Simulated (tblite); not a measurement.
A tight-binding relaxation on `Nc1csc2ccccc12`.

Computed with GFN2-xTB geometry optimisation, gas phase (tblite 0.8.0). Start geometry: from a force field or distance geometry. A driver script takes a list of jobs; this job's settings line and coordinates (Å) are shown.

Input:
```
{"job": {"kind": "relax", "xc": "GFN2-xTB", "basis": "xTB"}, "charge": 0, "multiplicity": 1}
N      2.390700    -1.268600    -0.117100
C      1.588800    -0.032800    -0.070700
C      2.247600     1.163500    -0.053600
S      0.913500     2.427900     0.009300
C     -0.364100     1.191300     0.043000
C     -1.727200     1.401800     0.085700
C     -2.600800     0.311500     0.091300
C     -1.986500    -0.919700     0.050300
C     -0.627900    -1.126100    -0.005300
C      0.245400    -0.018900    -0.008600
H      3.175500    -1.338300     0.564600
H      2.143600    -2.016300    -0.800600
H      3.298400     1.336800    -0.080800
H     -2.123100     2.404400     0.122300
H     -3.661600     0.424700     0.136800
H     -2.635900    -1.799900     0.061400
H     -0.283500    -2.129300    -0.038000
```

Output:
```
step      E/eV     max force
  0    -729.62625    6.460
  1    -730.16128    2.515
  2    -730.29606    0.974
  3    -730.35883    0.666
  4    -730.41328    0.845
  5    -730.43949    0.436
  6    -730.45966    0.389
  7    -730.47652    0.450
  8    -730.49197    0.517
  9    -730.50780    0.435
... (34 lines left out)
 44    -730.71967    0.040
 45    -730.71993    0.030
 46    -730.72009    0.028
 47    -730.72019    0.026
 48    -730.72027    0.022
 49    -730.72035    0.018
 50    -730.72043    0.024
 51    -730.72050    0.022
 52    -730.72055    0.013
 53    -730.72057    0.009
```

«max force» is the largest atomic force in eV/Å.

Question: From which step on does the largest force stay under 0.1 eV/Å, and how much energy is left to gain from there?

Answer: From step 30 (0.088 eV/Å), 10.6 meV above the end.

Main results: energy lowered by 25.2 kcal/mol over 53 steps; largest atomic force 0.009 eV/Å at the end.

Question: Where do the atoms end?

Answer: 0.246 Å rms from the input after alignment:
```
atom  x, y, z in Å
N1     2.4026   -1.2680    0.0613
C2     1.6500   -0.1062    0.0096
C3     2.1551    1.1528    0.0264
S4     0.9398    2.3942    0.0735
C5    -0.3171    1.1942    0.0510
C6    -1.6850    1.4232    0.0628
C7    -2.5332    0.3361    0.0466
C8    -2.0271   -0.9631    0.0225
C9    -0.6691   -1.1918    0.0087
C10    0.2107   -0.1095    0.0215
H11    3.3715   -1.1507   -0.1936
H12    1.9721   -2.0667   -0.3794
H13    3.1871    1.4437    0.0323
H14   -2.0670    2.4322    0.0837
H15   -3.6015    0.4914    0.0535
H16   -2.7115   -1.7984    0.0152
H17   -0.2843   -2.2014   -0.0056
```

The run took 0.42 s on one thread, Arm Neoverse V1 (aarch64), shared host with 32 logical CPUs at a one-minute load of 13.
Labels such as C1 count atoms from 1, the log's own numbers from 0.
